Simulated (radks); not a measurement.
The numbers below are computed, except where a source is named.
Task: These are the eigenvalues of the occupied orbitals of an atom or ion with whole-number occupations (eV). Level of theory: non-relativistic Kohn-Sham, LDA (Slater exchange, Perdew-Wang correlation), spin-polarised, spherical densities, point nucleus (a radial shooting solver on a logarithmic mesh with Libxc functionals).

| orbital | eigenvalue |
|---|---|
| 1s up | -7561.684 |
| 1s down | -7561.651 |
| 2s up | -945.3591 |
| 2s down | -941.9001 |
| 2p up | -829.8466 |
| 2p down | -827.2178 |
| 3s up | -161.8378 |
| 3s down | -155.4909 |
| 3p up | -126.9752 |
| 3p down | -120.7452 |
| 3d up | -68.8399 |

Which element is it, and in what charge state? The configuration may be excited. Open shells, if any, are filled with parallel spins first.

Result: Z = 27, cobalt, charge +4: Co4+ in [Ar] 3d5. The list shows which subshells hold electrons but not how many an open one holds; the 1s level, -277.89 hartree, gives Z - s = 23.6 by -(Z - s)^2/2, which with screening narrows Z to a few neighbours, and the depths of the outer levels then fix element, charge and occupations together.
